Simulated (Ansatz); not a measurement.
Reaction (cleavage of the Ga–Ga bond): `[GaH2][GaH2]` + `BN` → `B[NH][GaH2]` + `[GaH3]`

Gas-phase electronic energies from Ansatz, PBE0-D4/def2-TZVP geometries. CCSD(T)/CBS adds triple-zeta CCSD(T) − MP2 to the extrapolated MP2 energy (def2 sets, frozen cores). This one scheme is used for every species. DFT in def2-TZVPP. HSE06 is defined as in plane-wave codes. For Ga outer-core shells are correlated without core-valence functions, which leaves a few kJ/mol of doubt a bond. Scalar relativity is left out up to krypton.

`[GaH2][GaH2]`:

Cartesian coordinates in Å:
```
Ga 0.615 1.052 -0.165
Ga -0.615 -1.051 0.164
H 1.986 1.108 -0.943
H 0.084 2.430 0.390
H -0.374 -1.975 1.420
H -1.696 -1.563 -0.866
```

`BN`:

Cartesian coordinates in Å:
```
B -0.537 0.027 0.420
N 0.553 -0.028 -0.432
H -0.899 -0.975 0.965
H -1.089 1.076 0.590
H 0.910 0.774 -0.922
H 1.063 -0.874 -0.621
```

`B[NH][GaH2]`:

```xyz
8

B    -1.107    0.254    0.847
N    -0.293    0.460   -0.272
Ga    1.239   -0.504   -0.671
H    -2.083    0.931    1.023
H    -0.812   -0.611    1.626
H    -0.567    1.195   -0.910
H     1.627   -1.628    0.334
H     1.995   -0.097   -1.978
```

`[GaH3]`:

Z-matrix (Å, degrees):
```
Ga
H 1 1.568
H 1 1.568 2 120.0
H 1 1.568 2 120.0 3 -179.9
```

```csv
level,ΔE (kJ/mol)
revPBE-D4,7.5
ωB97M-V,-1.4
r2SCAN,2.7
r2SCANh,2.7
HSE06,10.3
BHLYP,0.6
MP2/def2-SVP,-20.1
HF/def2-TZVPP,-8.9
```

**Question.** What does CCSD(T)/CBS give? (Estimate.)

**Answer.** Ansatz gave: -2.3 kJ/mol. The listed levels differ from it by 9.8, 0.9, 5.0, 5.0, 12.6, 2.9, -17.8, -6.6 kJ/mol.

Largest T1 diagnostic among the species: 0.014.

The D4 term adds −3.0 kJ/mol with B3LYP and −1.5 kJ/mol with PBE0; it sums over pairs of atoms, weighted by their polarisabilities, and B3LYP, whose exchange is more repulsive, gets the larger term. At CCSD(T), def2-SVP lies −9.7 kJ/mol from the extrapolated value and def2-TZVPP −4.4 kJ/mol.

B3LYP here is the variant with VWN-RPA as its local correlation; programs differ in this.
